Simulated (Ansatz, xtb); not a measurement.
# Relative energy of two isomers of BH5O4Si

Structure a: `O[SiH2]OB(O)O`, a singlet. Structure b: `BO[Si](O)(O)O`, a singlet. Both are isolated molecules in the gas phase, relaxed with PBE0-D4/def2-SVP; the shapes shown needn't be the lowest conformers.

a (Å):

```xyz
11

B    -0.7644    1.7888   -0.7032
O    -0.0988   -1.3260   -0.8092
O    -0.8535    0.9977    0.4010
O    -0.6973    3.1445   -0.6106
O    -0.7440    1.2038   -1.9471
Si   -0.9726   -0.6784    0.4340
H    -0.2066   -0.8207   -1.6280
H    -2.4239   -1.0111    0.3544
H    -0.3841   -1.1531    1.7096
H    -0.7232    3.4355    0.3064
H    -0.6821    1.8569   -2.6514
```

b (Å):

```yaml
atoms:
  - { symbol: B, position_ang: [-3.2852, 0.8139, 0.3224] }
  - { symbol: O, position_ang: [-2.2344, 1.3826, 0.9540] }
  - { symbol: O, position_ang: [0.0675, 2.5195, 1.6075] }
  - { symbol: O, position_ang: [0.1847, 0.0808, 0.5959] }
  - { symbol: O, position_ang: [-0.6327, 2.0246, -1.0352] }
  - { symbol: Si, position_ang: [-0.6298, 1.5031, 0.5190] }
  - { symbol: H, position_ang: [-4.3660, 0.8729, 0.8675] }
  - { symbol: H, position_ang: [-3.1393, 0.2604, -0.7476] }
  - { symbol: H, position_ang: [-0.4789, 3.2403, 1.9338] }
  - { symbol: H, position_ang: [0.5745, -0.1352, 1.4481] }
  - { symbol: H, position_ang: [0.1744, 1.8815, -1.5372] }
```

Task: Which of the two would you expect CCSD(T)/def2-SVP + ΔMP2/def2-TZVPP electronic energies to favour?

Result: Structure a; the calculation gives E(b) − E(a) = +39.2 kJ/mol.

How the difference moves with the method:

```csv
level,geometry,E(b) − E(a) (kJ/mol),departure from the last row (kJ/mol),"job, with rough time for the two"
GFN2-xTB,GFN2-xTB,+30.5,−8.7,"optimisation, 0.42 s"
HF/STO-3G,GFN2-xTB,+185.6,+146.4,"single point, 0.36 s"
r2SCAN-D4/def2-SVP,GFN2-xTB,+96.6,+57.4,"single point, 4.5 s"
PBE0-D4/def2-SVP,PBE0-D4/def2-SVP,+99.7,+60.5,"optimisation, 1.8 min"
HF/def2-SVP,PBE0-D4/def2-SVP,+85.0,+45.9,part of the CCSD(T) run
MP2/def2-SVP,PBE0-D4/def2-SVP,+94.1,+55.0,part of the CCSD(T) run
CCSD(T)/def2-SVP,PBE0-D4/def2-SVP,+97.3,+58.1,single point
CCSD(T)/def2-SVP + ΔMP2/def2-TZVPP,PBE0-D4/def2-SVP,+39.2,,"single point, 55 s"
```

As drawn, b has 2 O–Si, 2 B–H in place of 2 B–O, 2 Si–H.

The levels shown agree on the order. The largest departure from CCSD(T)/def2-SVP + ΔMP2/def2-TZVPP is that of HF/STO-3G, 146.4 kJ/mol. The last row adds to CCSD(T) the change of the MP2 difference between the two basis sets, here −58.1 kJ/mol, a large step that makes the value less sure.

With thermal terms from frequencies at re-optimised GFN2-xTB minima (ideal gas, soft modes damped towards free rotors, one conformer each, 298.15 K, 1 atm): the zero-point term adds −1.5 kJ/mol; ΔH is +40.7 and ΔG +35.5 kJ/mol.

The correlated steps freeze 10 core orbitals. Run with Ansatz 0.2.0, xtb 6.7.1; the last row on 2 threads of Arm Neoverse V1 on a shared host.
